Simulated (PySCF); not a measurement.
## From computed data to an observable: dipole moment from atomic charges

Mo(S)(Cl)(OH)3 (ClH₃MoO₃S), SMILES [OH][Mo]([OH])([OH])(=[S])[Cl], multiplicity 1. Atoms are numbered in the order given.

```xyz
9

Mo    -0.2088    -0.2095     0.0000
S      1.6202    -1.2522     0.0000
Cl     0.2967     2.1878     0.0000
O     -0.4664     0.2251    -1.8021
H     -0.3564     1.1384    -2.1128
O     -1.5705    -1.4751     0.0000
H     -1.4552    -2.4367     0.0000
O     -0.4664     0.2251     1.8021
H     -0.3564     1.1384     2.1128
```

Geometry: r2SCAN-D4/def2-SVP. A frequency run showed that this geometry is not a minimum. The multiplicity is an assumed one; other spin states were not compared. The def2 effective core potentials stand for the cores of Mo; spin–orbit coupling is left out. The values are those of a single conformer.

Charges (e) from PBE/def2-TZVP in PySCF:

```json
[
 {"atom": "Mo1", "ESP fit": "0.766", "Mulliken": "1.317"},
 {"atom": "S2", "ESP fit": "-0.137", "Mulliken": "-0.292"},
 {"atom": "Cl3", "ESP fit": "-0.338", "Mulliken": "-0.401"},
 {"atom": "O4", "ESP fit": "-0.553", "Mulliken": "-0.544"},
 {"atom": "H5", "ESP fit": "0.421", "Mulliken": "0.347"},
 {"atom": "O6", "ESP fit": "-0.396", "Mulliken": "-0.585"},
 {"atom": "H7", "ESP fit": "0.369", "Mulliken": "0.355"},
 {"atom": "O8", "ESP fit": "-0.553", "Mulliken": "-0.544"},
 {"atom": "H9", "ESP fit": "0.421", "Mulliken": "0.347"}
]
```

The dipole moment of the full density is 1.77 D.

Problem. What dipole moment does each set of point charges give, and which comes closer to that of the density?

Solution. 
μ = Σ q r, and 1 e Å = 4.8032 D.
ESP fit: Σ q r = (-0.181, -0.334, 0.000) e Å, |μ| = 1.83 D.
Mulliken: Σ q r = (-0.205, -0.245, 0.000) e Å, |μ| = 1.53 D.
ESP fit comes closer in size. Point charges leave out the atoms' own dipoles (lone pairs, polarised bonds); fits to the potential absorb them, partitions of the density don't.
